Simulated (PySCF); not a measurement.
CH4ClFOSi.

```xyz
9

Si     0.0759     0.1558     0.4484
F     -0.0076     1.7402     0.1247
Cl     1.8593    -0.5662    -0.2485
O     -1.1145    -0.6300    -0.3550
C     -2.5038    -0.3734    -0.2558
H     -0.0124     0.0053     1.9134
H     -2.7479     0.6496    -0.5897
H     -2.8695    -0.5031     0.7788
H     -3.0335    -1.0889    -0.9014
```

Coordinates come from a B3LYP-D3(BJ)/def2-SVP optimisation. Other conformers were not sampled.

These are KT2/pcSseg-1 run with PySCF values and carry that method's errors. Non-relativistic, no solvent.

Computed absolute GIAO shielding of each atom: isotropic value and principal components (ppm):
```
atom  σ(iso)    σ11    σ22     σ33   span
----  ------  -----  -----  ------  -----
Si1    385.2  354.5  390.9   410.2   55.7
F2     283.9  243.2  255.7   352.9  109.7
Cl3    856.4  734.8  790.8  1043.7  309.0
O4     265.6  187.8  290.5   318.4  130.6
C5     128.8  100.2  103.1   183.2   82.9
H6      25.9   22.3   23.4    32.0    9.8
H7      27.2   22.7   25.2    33.7   11.0
H8      27.3   23.4   24.9    33.7   10.3
H9      27.3   23.3   24.9    33.6   10.3
```
